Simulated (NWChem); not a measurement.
Molecule: CH₄O₂Si, singlet; SMILES CO[Si]O

```xyz
8

Si    -0.6348    -0.6225     0.0000
O      0.4953    -1.8405     0.0000
H      1.4188    -1.5529     0.0000
O      0.4177     0.6864     0.0000
C      0.0493     2.0390     0.0000
H      0.4585     2.5426     0.8911
H      0.4585     2.5426    -0.8911
H     -1.0476     2.1813     0.0000
```
Atoms are numbered in this order, from 1.

Computed with NWChem. Pople sets run with spherical d functions. Low-valent species are run as closed-shell singlets; no triplet was tried in these runs. Structure relaxed at the PBE0/def2-SVP level. Ions are spin-unrestricted doublets at the neutral geometry; other ion states weren't tried. Functional: LC-ωPBE (HJS hole) with 6-31G*; the question gives the range parameter ω in 1/bohr.

Question: What does the run give for range parameter (1/bohr) 0.80? Quantities: vertical ionisation energy, ΔSCF (eV); −ε(HOMO) (eV).

Answer: 
```
Quantity                               Value
-------------------------------------  -----
vertical ionisation energy, ΔSCF (eV)   9.58
−ε(HOMO) (eV)                          10.32
```
